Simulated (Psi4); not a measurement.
H$_{9}$FSi$_{3}$Sn, singlet, at a GFN2-xTB geometry (such geometries of metal compounds can be far from the true shape) (core potentials on Sn); Psi4 1.11 with R2SCAN/def2-TZVPD.

The Psi4 input:
```
memory 2 GB

molecule mol {
0 1
  F     0.225443   -1.632838   -1.100245
  Sn   -0.006271    0.058120    0.011021
  Si    1.975402   -0.426736    1.603787
  Si    0.274298    1.670502   -2.001186
  Si   -2.346288   -0.576179    0.919139
  H     1.676021   -1.585023    2.443726
  H     2.165140    0.725174    2.489649
  H     3.226450   -0.658914    0.889381
  H    -0.777907    1.468760   -2.993802
  H     1.579341    1.499387   -2.633820
  H     0.182583    3.051412   -1.519243
  H    -3.313675   -0.826873   -0.144527
  H    -2.250186   -1.757606    1.774085
  H    -2.850981    0.526984    1.741326
}

set basis def2-tzvpd
set reference rks

energy('r2scan')
print_variables()
```

Output, abridged:

```
   => Loading Basis Set <=

    Name: DEF2-TZVPD
    Role: ORBITAL
    Keyword: BASIS

    !!!  WARNING: ECP capability is in beta. Please check occupations closely.  !!!

         ---------------------------------------------------------
                                   SCF
               by Justin Turney, Rob Parrish, Andy Simmonett
                          and Daniel G. A. Smith
                              RKS Reference
         ---------------------------------------------------------

  ==> Geometry <==

    Molecular point group: c1
    Full point group: C1

    Geometry (in Angstrom), charge = 0, multiplicity = 1:

       Center              X                  Y                   Z               Mass
    ------------   -----------------  -----------------  -----------------  -----------------
         F            0.223447074410    -1.620276018250    -1.087644912070    18.998403162730
         SN          -0.008266925590     0.070681981750     0.023621087930   119.902201630000
         SI           1.973406074410    -0.414174018250     1.616387087930    27.976926534650
         SI           0.272302074410     1.683063981750    -1.988585912070    27.976926534650
         SI          -2.348283925590    -0.563617018250     0.931739087930    27.976926534650
         H            1.674025074410    -1.572461018250     2.456326087930     1.007825032230
         H            2.163144074410     0.737735981750     2.502249087930     1.007825032230
         H            3.224454074410    -0.646352018250     0.901981087930     1.007825032230
         H           -0.779902925590     1.481321981750    -2.981201912070     1.007825032230
         H            1.577345074410     1.511948981750    -2.621219912070     1.007825032230
         H            0.180587074410     3.063973981750    -1.506642912070     1.007825032230
         H           -3.315670925590    -0.814311018250    -0.131926912070     1.007825032230
         H           -2.252181925590    -1.745044018250     1.786685087930     1.007825032230
         H           -2.852976925590     0.539545981750     1.753926087930     1.007825032230

  Running in c1 symmetry.

  Rotational constants: A =      0.04162  B =      0.03912  C =      0.02578 [cm^-1]
  Rotational constants: A =   1247.69791  B =   1172.66514  C =    772.81167 [MHz]
  Nuclear repulsion =  486.249870925546020

  Charge       = 0
  Multiplicity = 1
  Electrons    = 82
  Nalpha       = 41
  Nbeta        = 41

  ==> Algorithm <==

  SCF Algorithm Type is DF.
  DIIS enabled.
  MOM disabled.
  Fractional occupation disabled.
  Guess Type is SAD.
  Energy threshold   = 1.00e-06
  Density threshold  = 1.00e-06
  Integral threshold = 1.00e-12

  ==> Primary Basis <==

  Basis Set: DEF2-TZVPD
    Blend: DEF2-TZVPD
    Number of shells: 122
    Number of basis functions: 306
    Number of Cartesian functions: 340
    Spherical Harmonics?: true
    Max angular momentum: 3

  Core potential: DEF2-TZVPD
    Number of shells: 4
    Number of ECP primitives: 18
    Number of ECP core electrons: 28
    Max angular momentum: 3

  ==> DFT Potential <==

   => LibXC <=

    Version 7.1.2
    S. Lehtola, C. Steigemann, M. J. T. Oliveira, and M. A. L. Marques,  SoftwareX 7, 1–5 (2018) (10.1016/j.softx.2017.11.002)

   => Composite Functional: R2SCAN <=

    r2SCAN Meta-GGA XC Functional  (0.1021/acs.jpclett.0c02405)
    J. W. Furness, A. D. Kaplan, J. Ning, J. P. Perdew, J. Sun  J. Phys. Chem. Lett.  11, 8208–8215, 2020

    Deriv               =              1
    GGA                 =           TRUE
    Meta                =           TRUE

    Exchange Hybrid     =          FALSE
    MP2 Hybrid          =          FALSE

   => Exchange Functionals <=

    1.0000   XC_MGGA_X_R2SCAN

   => Correlation Functionals <=

    1.0000   XC_MGGA_C_R2SCAN

   => LibXC Density Thresholds  <==

    XC_MGGA_C_R2SCAN:  1.00E-15
    XC_MGGA_X_R2SCAN:  1.00E-11

   => Molecular Quadrature <=

    Radial Scheme          =       TREUTLER
    Pruning Scheme         =           NONE
    Nuclear Scheme         =       TREUTLER

    Blocking Scheme        =         OCTREE
    BS radius alpha        =              1
    Pruning alpha          =              1
    Radial Points          =             75
    Spherical Points       =            302
    Total Points           =         303035
    Total Blocks           =           2278
    Max Points             =            256
    Max Functions          =            268
    Weights Tolerance      =       1.00E-15

   => Loading Basis Set <=

    Name: (DEF2-TZVPD AUX)
    Role: JKFIT
    Keyword: DF_BASIS_SCF

  ==> Integral Setup <==

  SCF_SUBTYPE=INCORE selected. In-core MEM_DF algorithm will be used.
  Using in-core AOs.

  ==> MemDFJK: Density-Fitted J/K Matrices <==

    J tasked:                   Yes
    K tasked:                    No
    wK tasked:                   No
    Algorithm:                 Core
    Schwarz Cutoff:           1E-12
    Mask sparsity (%):       6.5359
    Fitting Condition:        1E-10

   => Auxiliary Basis Set <=

  Basis Set: (DEF2-TZVPD AUX)
    Blend: DEF2-UNIVERSAL-JKFIT
    Number of shells: 239
    Number of basis functions: 841
    Number of Cartesian functions: 1047
    Spherical Harmonics?: true
    Max angular momentum: 5

  Minimum eigenvalue in the overlap matrix is 2.1880676588E-04.
  Reciprocal condition number of the overlap matrix is 2.4356272574E-05.
    Using symmetric orthogonalization.

  ==> Pre-Iterations <==

  SCF Guess: Superposition of Atomic Densities via on-the-fly atomic UHF (no occupation information).

   -------------------------
    Irrep   Nso     Nmo
   -------------------------
     A        306     306
   -------------------------
    Total     306     306
   -------------------------

  ==> Iterations <==

                           Total Energy        Delta E     RMS |[F,P]|

   @DF-RKS iter SAD: -1186.60005806544564   -1.18660e+03   0.00000e+00
   @DF-RKS iter   1: -1187.54712427698360   -9.47066e-01   3.50663e-03 DIIS/ADIIS
   @DF-RKS iter   2: -1186.58666717987853    9.60457e-01   6.17677e-03 DIIS/ADIIS
   @DF-RKS iter   3: -1187.98600185713713   -1.39933e+00   1.73302e-03 DIIS/ADIIS
   @DF-RKS iter   4: -1188.07639259129610   -9.03907e-02   6.37638e-04 DIIS/ADIIS
   @DF-RKS iter   5: -1188.08758392728942   -1.11913e-02   1.81227e-04 DIIS/ADIIS
   @DF-RKS iter   6: -1188.08921962704244   -1.63570e-03   4.73626e-05 DIIS
   @DF-RKS iter   7: -1188.08929710321968   -7.74762e-05   7.76395e-06 DIIS
   @DF-RKS iter   8: -1188.08930043568830   -3.33247e-06   2.46750e-06 DIIS
   @DF-RKS iter   9: -1188.08930064162564   -2.05937e-07   6.64450e-07 DIIS
  Energy and wave function converged.

  ==> Post-Iterations <==

   Electrons on quadrature grid:
      Ntotal   =   82.0000206495 ; deviation = 2.065e-05

    Orbital Energies [Eh]
    ---------------------

    Doubly Occupied:

[...]
    Virtual:

[...]
     306A    113.718095

    Final Occupation by Irrep:
              A
    DOCC [    41 ]
    NA   [    41 ]
    NB   [    41 ]

  @DF-RKS Final Energy: -1188.08930064162564

   => Energetics <=

    Nuclear Repulsion Energy =            486.2498709255460199
    One-Electron Energy =               -2696.1889187799829415
    Two-Electron Energy =                1116.5087902225218386
    DFT Exchange-Correlation Energy =     -94.6590430097106434
    Empirical Dispersion Energy =           0.0000000000000000
    VV10 Nonlocal Energy =                  0.0000000000000000
    Total Energy =                      -1188.0893006416256412

Computation Completed

Properties will be evaluated at   0.000000,   0.000000,   0.000000 [a0]

Properties computed using the SCF density matrix

 Multipole Moments:

 ------------------------------------------------------------------------------------
     Multipole            Electronic (a.u.)      Nuclear  (a.u.)        Total (a.u.)
 ------------------------------------------------------------------------------------

 L = 1.  Multiply by 2.5417464519 to convert [e a0] to [Debye]
 Dipole X            :         -0.1571449            0.0225125           -0.1346324
 Dipole Y            :          2.1359486           -1.1287344            1.0072142
 Dipole Z            :         -0.7600509            1.3692941            0.6092431
 Magnitude           :                                                    1.1848137

 ------------------------------------------------------------------------------------

  Variable Map:
  ----------------------------------------------------------------------------
[...]
  Array Variable Map:
  ----------------------------------------------------------------------------
[...]
[...]
```
